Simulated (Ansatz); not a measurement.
Torsion profile

BGeH4Cl (SMILES Cl[BH][GeH3]), closed shell, at its PBE0-D4/def2-TZVP minimum:

| atom | x (Å) | y (Å) | z (Å) |
| --- | --- | --- | --- |
| Cl1 | -1.9760 | -1.5239 | 0.0668 |
| B2 | -0.2809 | -1.1579 | 0.1805 |
| Ge3 | 0.3596 | 0.7832 | -0.1175 |
| H4 | 0.4394 | -2.0754 | 0.4300 |
| H5 | -0.0280 | 1.2470 | -1.5333 |
| H6 | -0.3338 | 1.7240 | 0.8840 |
| H7 | 1.8810 | 0.9350 | 0.0438 |

The dihedral angle Cl1–B2–Ge3–H5 (-60.2° at the minimum) is set to the values below, with the rest relaxed at PBE0-D4/def2-TZVP at each step (the four atoms are held in place, so their three bonds and two angles keep the values of the minimum). Each method's energies count from its own value at the PBE0-D4 minimum structure. Ansatz 0.2.0; basis: def2-TZVPP; cores frozen in the correlated methods. Filled d shells of the heavier atoms are correlated. The def2 sets are not built for correlating such inner shells, so the correlated values are less sure here. B3LYP uses VWN-RPA correlation.

CCSD(T) energies along the scan:
```csv
dihedral angle (°),CCSD(T) (eV)
-53.4,-0.0001
-36.3,-0.0019
-19.2,-0.0039
-2.0,-0.0048
15.1,-0.0043
32.3,-0.0025
49.4,-0.0003
```
They count from the CCSD(T) energy at the PBE0-D4 minimum.

Largest difference from the CCSD(T) curve over the scan: PBE-D4 0.0005; r2SCAN-D4 0.0012; B3LYP-D4 0.0007; wB97M-V 0.0005 eV. Each curve counts from its own value at the minimum.

No T1 diagnostic of these runs exceeds 0.013.

For scale, one of the runs: CCSD(T)/def2-TZVPP, 177 basis functions (an equivalent command: `ansatz run in.yaml --threads 4`). The run took 21 s on 4 CPU threads (shared host), with 1.6 GiB of host memory at its peak.
